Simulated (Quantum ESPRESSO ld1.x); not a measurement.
Problem. Er26+, configuration [Ar] 3d10 4s1.75 4p6 4d6 5d0.25 (fractional occupations, a model configuration). Calculated with ld1.x of Quantum ESPRESSO 7.5: Dirac Kohn-Sham, relativistic LDA (MacDonald-Vosko exchange, VWN5 correlation), spin-unpolarised, spherical densities, point nucleus; open shells fill j = l - 1/2 first. Some entries of the table are withheld. Estimate them.

orbital  occ.  eigenvalue (eV)  <r> (bohr)  r(max) (bohr)
1s1/2       2       -57799.716     0.02045          0.013
2s1/2       2       -10446.372     0.08620          0.073
2p1/2       2              (1)     0.07170          0.056
2p3/2       4              (2)     0.07894          0.062
3s1/2       2        -3010.270      0.2246          0.208
3p1/2       2        -2814.189      0.2141          0.195
3p3/2       4        -2621.552      0.2274          0.208
3d3/2       4        -2285.823      0.2000            (3)
3d5/2       6        -2243.436      0.2041            (4)
4s1/2    1.75        -1206.666      0.4750          0.459
4p1/2       2        -1125.466      0.4759          0.459
4p3/2       4        -1071.897      0.4981          0.481
4d3/2       4         -937.148         (5)          0.470
4d5/2       2         -926.008         (6)          0.477
5s1/2       0         -637.385      0.8578          0.863
5p1/2       0         -601.376      0.8742            (7)
5p3/2       0         -581.073      0.9045            (8)
5d3/2    0.25         -521.918      0.9331            (9)
5d5/2       0         -517.599      0.9415           (10)

Solution. 
(1) 2p1/2 eigenvalue (eV): -9999.889
(2) 2p3/2 eigenvalue (eV): -9094.077
(3) 3d3/2 r(max) (bohr): 0.165
(4) 3d5/2 r(max) (bohr): 0.167
(5) 4d3/2 <r> (bohr): 0.4959
(6) 4d5/2 <r> (bohr): 0.5024
(7) 5p1/2 r(max) (bohr): 0.884
(8) 5p3/2 r(max) (bohr): 0.913
(9) 5d3/2 r(max) (bohr): 0.942
(10) 5d5/2 r(max) (bohr): 0.957
